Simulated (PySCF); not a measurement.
## Radial density of Cd⁴⁵⁺ (cadmium, charge +45)

UHF, [He] 2s1, 2S determinant. Computed with PySCF 2.14 in an even-tempered Gaussian basis (19 s from 21 bohr⁻², ratio 2.2; 8 p from 32 bohr⁻², ratio 2.4; 5 d from 95 bohr⁻², ratio 2.4; 5 f from 140 bohr⁻², ratio 2.4; 4 g from 210 bohr⁻², ratio 2.4), with scalar relativity by spin-free X2C-1e.

```tsv
r (bohr)	4πr²ρ (e/bohr)	4πr²(ρα − ρβ)
0.0250	51.07	1.4824
0.0420	25.49	0.0287
0.0706	9.419	5.0256
0.119	8.889	8.7678
0.200	2.048	2.0482
0.336	0.02963	0.0296
```

Densities and radii are taken from the X2C orbitals without a picture-change correction, which distorts them close to the nucleus.
